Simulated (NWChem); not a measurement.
Species: methylammonium (CH$_{6}$N cation); SMILES C[NH3+]

Results from NWChem. Geometry: optimised at B3LYP/6-31G* (spherical d). Level: PBE/def2-SVP with COSMO at NWChem's default radii, gas-phase geometry; rows give the dielectric constant. Reactions with the solvent are ignored.

```csv
dielectric constant,electrostatic solvation energy (kcal/mol)
2.0,-37.4
4.8,-59.4
7.6,-65.2
11.7,-68.7
37.5,-73.2
```
